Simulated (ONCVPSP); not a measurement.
## Cr: one change to an ONCV potential, before and after

chromium (Cr), optimised norm-conserving Vanderbilt (ONCV), made with ONCVPSP 4.0.1 (PBE, fully relativistic). Core [Ne], reference 3s2 3p6 3d3 (charge +3). Waves: 3s: rc 0.85 bohr, ncon 4, nbas 7, qcut 7.6 1/bohr, 2 projectors, debl 1.2 Ha; 3p: rc 1.30 bohr, ncon 4, nbas 9, qcut 12.9 1/bohr, 2 projectors, debl 1 Ha; 3d: rc 1.30 bohr, ncon 5, nbas 9, qcut 10.4 1/bohr, 3 projectors, debl 0.6 Ha. Local part: polynomial inside 0.65 bohr (lpopt 5, dvloc0 2 Ha). Core correction: none.

Open shells are filled in proportion to 2j + 1.

In the s channel the program set the typed energies aside and used -4.141, 0.250 Ha. In the p channel the program set the typed energies aside and used -3.064, 0.250 Ha (j = l + 1/2; the other j can differ). In the d channel the program set the typed energies aside and used -1.436, 0.250, 0.850 Ha (j = l + 1/2; the other j can differ).

Change: p: qcut 19.8.

Cutoffs: the cutoffs (Ha) at which the residual kinetic energy of the hardest occupied pseudo-wave falls to 1 and 0.1 mHa per electron; they do not see the model core or the augmentation charge, which bear on the density cutoff. Errors are all-electron minus pseudo energies relative to the spin-unpolarised reference configuration.

What does the change do?

The potential gets neither clearly harder nor softer (143 Ha and 173 Ha → 143 Ha and 173 Ha); the bound ghosts move from d to d, p; of the 4 tests that both files solve, the error grows in 0 and shrinks in 4 by more than 15 % and 0.3 meV (median size 28.8 → 7.2 meV).

```tsv
quantity	base	changed
cutoff, loose	143 Ha	143 Ha
cutoff, tight	173 Ha	173 Ha
loose cutoff by channel	s 143 Ha, p 26 Ha, d 51 Ha	s 143 Ha, p 130 Ha, d 51 Ha
bound ghosts	d5/2, d3/2	p3/2, d5/2, p1/2, d3/2
GHOST(+) flags under 300 eV	none	none
error for 3s2 3p6 3d5 4s1, meV [ΔE -53.70 eV]	+25	-0.2
error for 3s2 3p6 3d5, meV [ΔE -46.80 eV]	+36	+4.6
error for 3s2 3p6 3d4, meV [ΔE -30.75 eV]	+18	+13
error for 3s1 3p6 3d5 4s1, meV [ΔE 26.55 eV]	+33	+9.8
s: phases at 0.86 bohr within 0.05 rad from the reference energy up to (Ha; the scan ends near 5)	to the end of the scan	to the end of the scan
p3/2: phases at 1.32 bohr within 0.05 rad from the reference energy up to (Ha; the scan ends near 5)	to the end of the scan	to the end of the scan
p1/2: phases at 1.32 bohr within 0.05 rad from the reference energy up to (Ha; the scan ends near 5)	to the end of the scan	to the end of the scan
d5/2: phases at 1.32 bohr within 0.05 rad from the reference energy up to (Ha; the scan ends near 5)	to the end of the scan	to the end of the scan
d3/2: phases at 1.32 bohr within 0.05 rad from the reference energy up to (Ha; the scan ends near 5)	to the end of the scan	to the end of the scan
```

 A true bound ghost makes a file unfit for plane-wave use even where its test errors are small: the radial tests pick states by their node count and pass the ghost by.
